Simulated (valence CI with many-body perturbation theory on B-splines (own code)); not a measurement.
**Forbidden lines of Tm XLVII**

Calculated by valence CI with perturbative core correlation (CI+MBPT): five valence electrons over a frozen Dirac-Fock core [Ar], a basis of 7 s, 7 p, 8 d, 6 f, 4 g, 1 h functions for each j, with the one-electron correlation potential Σ1, the two-electron term Σ2, the three-electron term Σ3, Breit, model QED; selected CI, second order for the rest (own B-spline code, finite nucleus).

No measured spectrum was set against this ion. As an estimate, large intervals hold to a few tenths of a per cent, small ones and those within an open d or f shell to about a per cent. Only levels of the ground parity were solved; by the run's estimate the other parity begins above the list, which can be wrong where configurations are misplaced.

Lines 51 to 100 of 120 in falling wavelength, among levels below 1778600 cm⁻¹, chosen from the decays that carry over 1 % of a level's rate. Wavelengths and rates use the calculated energies. Electric multipoles are in the length gauge, E1 and E2 with the static RPA response of the core. S is in atomic units (e²a₀⁴ for E2 and M2, e²a₀⁶ for E3), for M1 in squared Bohr magnetons. Weak lines are less certain than strong ones. Lines between different terms over intervals too small for the method are left out, as are lines whose strength nearly cancels.

Levels are named by their leading jj configuration (3d3/2^4 stands for four electrons in 3d with j = 3/2), which in mixed levels can hold well under half, so a name can repeat and another be missing. Letters in brackets count levels of one name in rising energy.

| λ vac (nm) | Upper | Lower | Type | A (s⁻¹) | S (a.u.) |
| --- | --- | --- | --- | --- | --- |
| 25.50 | (3d3/2^2 3d5/2^3) J=9/2 [a] | (3d3/2^3 3d5/2^2) J=7/2 [a] | M1 | 4.95e+05 | 3.04e+00 |
| 25.21 | (3d3/2 3d5/2^4) J=7/2 [a] | (3d3/2^2 3d5/2^3) J=5/2 [b] | M1 | 4.54e+05 | 2.16e+00 |
| 25.00 | (3d3/2^2 3d5/2^3) J=5/2 [a] | (3d3/2^3 3d5/2^2) J=5/2 [a] | M1 | 2.35e+06 | 8.18e+00 |
| 24.72 | (3d3/2^2 3d5/2^3) J=13/2 | (3d3/2^3 3d5/2^2) J=11/2 | M1 | 1.83e+05 | 1.44e+00 |
| 24.68 | (3d3/2^2 3d5/2^3) J=5/2 [c] | (3d3/2^3 3d5/2^2) J=7/2 [b] | M1 | 5.50e+05 | 1.84e+00 |
| 24.64 | (3d3/2^3 3d5/2^2) J=7/2 [a] | (3d3/2^4 3d5/2) J=5/2 | M1 | 5.55e+05 | 2.46e+00 |
| 24.51 | (3d3/2 3d5/2^4) J=9/2 | (3d3/2^2 3d5/2^3) J=7/2 [b] | M1 | 2.71e+05 | 1.48e+00 |
| 24.35 | (3d3/2 3d5/2^4) J=5/2 [a] | (3d3/2^2 3d5/2^3) J=7/2 [a] | M1 | 3.14e+05 | 1.01e+00 |
| 24.33 | (3d3/2^2 3d5/2^3) J=1/2 [a] | (3d3/2^3 3d5/2^2) J=3/2 [a] | M1 | 1.08e+06 | 1.15e+00 |
| 23.94 | (3d3/2^3 3d5/2^2) J=3/2 [a] | (3d3/2^4 3d5/2) J=5/2 | M1 | 1.39e+06 | 2.83e+00 |
| 23.77 | (3d3/2^2 3d5/2^3) J=3/2 [a] | (3d3/2^3 3d5/2^2) J=3/2 [a] | M1 | 1.21e+06 | 2.40e+00 |
| 23.73 | (3d3/2 3d5/2^4) J=3/2 [a] | (3d3/2^2 3d5/2^3) J=5/2 [b] | M1 | 4.48e+05 | 8.87e-01 |
| 23.47 | (3d3/2 3d5/2^4) J=9/2 | (3d3/2^2 3d5/2^3) J=9/2 [b] | M1 | 7.75e+05 | 3.71e+00 |
| 23.44 | (3d3/2^2 3d5/2^3) J=7/2 [b] | (3d3/2^3 3d5/2^2) J=5/2 [b] | M1 | 2.57e+04 | 9.80e-02 |
| 23.34 | (3d3/2^2 3d5/2^3) J=3/2 [b] | (3d3/2^3 3d5/2^2) J=1/2 | M1 | 1.15e+05 | 2.17e-01 |
| 23.20 | (3d3/2^2 3d5/2^3) J=5/2 [b] | (3d3/2^3 3d5/2^2) J=3/2 [a] | M1 | 1.94e+05 | 5.40e-01 |
| 23.16 | (3d3/2 3d5/2^4) J=3/2 [a] | (3d3/2^2 3d5/2^3) J=3/2 [a] | M1 | 1.44e+06 | 2.65e+00 |
| 23.09 | (3d3/2^2 3d5/2^3) J=9/2 [b] | (3d3/2^3 3d5/2^2) J=9/2 | M1 | 9.71e+05 | 4.43e+00 |
| 22.88 | (3d3/2 3d5/2^4) J=11/2 | (3d3/2^2 3d5/2^3) J=13/2 | M1 | 3.29e+05 | 1.75e+00 |
| 22.67 | (3d3/2^2 3d5/2^3) J=5/2 [c] | (3d3/2^3 3d5/2^2) J=5/2 [b] | M1 | 3.68e+04 | 9.55e-02 |
| 22.66 | (3d3/2 3d5/2^4) J=3/2 [a] | (3d3/2^2 3d5/2^3) J=1/2 [a] | M1 | 1.07e+06 | 1.84e+00 |
| 22.63 | (3d3/2^2 3d5/2^3) J=5/2 [d] | (3d3/2^2 3d5/2^3) J=5/2 [a] | M1 | 7.33e+05 | 1.89e+00 |
| 22.58 | (3d3/2^2 3d5/2^3) J=5/2 [b] | (3d3/2^3 3d5/2^2) J=7/2 [a] | M1 | 4.56e+05 | 1.17e+00 |
| 22.35 | (3d3/2 3d5/2^4) J=7/2 [a] | (3d3/2^2 3d5/2^3) J=9/2 [a] | M1 | 9.99e+05 | 3.31e+00 |
| 22.25 | (3d3/2^2 3d5/2^3) J=3/2 [b] | (3d3/2^3 3d5/2^2) J=5/2 [b] | M1 | 3.01e+05 | 4.92e-01 |
| 22.16 | (3d3/2^2 3d5/2^3) J=7/2 [b] | (3d3/2^3 3d5/2^2) J=9/2 | M1 | 2.81e+05 | 9.08e-01 |
| 22.05 | (3d3/2^2 3d5/2^3) J=7/2 [c] | (3d3/2^3 3d5/2^2) J=7/2 [b] | M1 | 3.79e+05 | 1.21e+00 |
| 21.99 | (3d3/2^3 3d5/2^2) J=9/2 | (3d3/2^4 3d5/2) J=5/2 | E2 | 5.98e+01 | 2.74e-04 |
| 21.73 | (3d3/2 3d5/2^4) J=11/2 | (3d3/2^2 3d5/2^3) J=9/2 [a] | M1 | 3.94e+05 | 1.80e+00 |
| 21.70 | (3d3/2^2 3d5/2^3) J=7/2 [a] | (3d3/2^3 3d5/2^2) J=5/2 [a] | M1 | 3.34e+05 | 1.01e+00 |
| 21.40 | (3d3/2 3d5/2^4) J=7/2 [a] | (3d3/2^2 3d5/2^3) J=7/2 [a] | M1 | 8.22e+05 | 2.39e+00 |
| 21.32 | (3d3/2^2 3d5/2^3) J=1/2 [b] | (3d3/2^3 3d5/2^2) J=1/2 | M1 | 5.43e+05 | 3.90e-01 |
| 21.22 | (3d3/2^2 3d5/2^3) J=9/2 [b] | (3d3/2^3 3d5/2^2) J=11/2 | M1 | 3.44e+05 | 1.22e+00 |
| 21.21 | (3d3/2 3d5/2^4) J=5/2 [a] | (3d3/2^2 3d5/2^3) J=5/2 [a] | M1 | 2.39e+06 | 5.08e+00 |
| 21.05 | (3d3/2 3d5/2^4) J=11/2 | (3d3/2^2 3d5/2^3) J=11/2 | M1 | 1.34e+06 | 5.54e+00 |
| 20.86 | (3d3/2^3 3d5/2^2) J=5/2 [b] | (3d3/2^4 3d5/2) J=5/2 | M1 | 1.50e+04 | 3.02e-02 |
| 20.74 | (3d3/2^2 3d5/2^3) J=9/2 [b] | (3d3/2^3 3d5/2^2) J=7/2 [a] | M1 | 2.56e+05 | 8.48e-01 |
| 20.44 | (3d3/2^2 3d5/2^3) J=7/2 [c] | (3d3/2^3 3d5/2^2) J=5/2 [b] | M1 | 1.84e+05 | 4.67e-01 |
| 19.99 | (3d3/2^2 3d5/2^3) J=7/2 [b] | (3d3/2^3 3d5/2^2) J=7/2 [a] | M1 | 2.36e+04 | 5.58e-02 |
| 19.99 | (3d3/2^3 3d5/2^2) J=1/2 | (3d3/2^4 3d5/2) J=5/2 | E2 | 2.12e+02 | 1.21e-04 |
| 19.89 | (3d3/2^2 3d5/2^3) J=5/2 [c] | (3d3/2^3 3d5/2^2) J=3/2 [a] | M1 | 2.96e+05 | 5.19e-01 |
| 19.57 | (3d3/2^2 3d5/2^3) J=3/2 [b] | (3d3/2^3 3d5/2^2) J=3/2 [a] | M1 | 2.12e+05 | 2.36e-01 |
| 19.47 | (3d3/2^2 3d5/2^3) J=7/2 [c] | (3d3/2^3 3d5/2^2) J=9/2 | M1 | 3.82e+05 | 8.35e-01 |
| 19.43 | (3d3/2^2 3d5/2^3) J=5/2 [c] | (3d3/2^3 3d5/2^2) J=7/2 [a] | M1 | 6.10e+05 | 9.95e-01 |
| 19.41 | (3d3/2^3 3d5/2^2) J=7/2 [b] | (3d3/2^4 3d5/2) J=5/2 | M1 | 4.64e+04 | 1.01e-01 |
| 19.33 | (3d3/2^2 3d5/2^3) J=9/2 [c] | (3d3/2^3 3d5/2^2) J=7/2 [b] | M1 | 4.16e+05 | 1.11e+00 |
| 19.27 | (3d3/2^2 3d5/2^3) J=3/2 [c] | (3d3/2^3 3d5/2^2) J=3/2 [b] | M1 | 2.43e+05 | 2.58e-01 |
| 19.19 | (3d3/2^2 3d5/2^3) J=3/2 [a] | (3d3/2^3 3d5/2^2) J=5/2 [a] | M1 | 7.82e+05 | 8.19e-01 |
| 18.93 | (3d3/2 3d5/2^4) J=7/2 [a] | (3d3/2^2 3d5/2^3) J=5/2 [a] | M1 | 1.33e+05 | 2.67e-01 |
| 18.85 | (3d3/2^2 3d5/2^3) J=5/2 [d] | (3d3/2^3 3d5/2^2) J=3/2 [b] | M1 | 2.61e+05 | 3.89e-01 |
